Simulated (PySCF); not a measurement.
CH7BO2Si. Atoms are numbered in the order given.

```xyz
12

Si     0.7735    -0.3736    -0.7476
C      2.2593    -0.0323     0.3594
B     -0.9726     0.1442     0.1680
O     -0.8890     1.0075     1.2179
O     -2.2198    -0.2942    -0.1918
H      0.7354    -1.8227    -1.1487
H      0.9089     0.3932    -2.0333
H      2.2644     1.0276     0.6589
H      3.2112    -0.2561    -0.1462
H      2.2053    -0.6369     1.2783
H     -1.7665     1.2047     1.5823
H     -2.2094    -0.9140    -0.9303
```

Geometry optimised at r2SCAN-D4/def2-SVP. One conformer was computed; it need not be the lowest.

Method: PBE/pcSseg-1 in PySCF.

GIAO shieldings, no solvent; atoms listed in one row are averaged. δ = σ(ref) − σ: ²⁹Si against TMS (σ = 335.4 ppm); ¹³C against TMS (σ = 182.0 ppm); ¹¹B against BF3 (σ = 83.9 ppm); ¹⁷O against H2O (σ = 334.3 ppm); ¹H against TMS (σ = 31.49 ppm), references at their B3LYP-D3(BJ)/def2-TZVP geometries, non-relativistic.

| nucleus | atoms | count | δ (ppm) |
|---|---|---|---|
| ²⁹Si | Si1 | 1 | -86.3 |
| ¹³C | C2 | 1 | -8.8 |
| ¹¹B | B3 | 1 | 19.7 |
| ¹⁷O | O5 | 1 | 174.2 |
| ¹⁷O | O4 | 1 | 157.8 |
| ¹H | H11, H12 | 2 | 4.76 |
| ¹H | H7 | 1 | 4.09 |
| ¹H | H6 | 1 | 3.90 |
| ¹H | H8, H9, H10 | 3 | 0.52 |
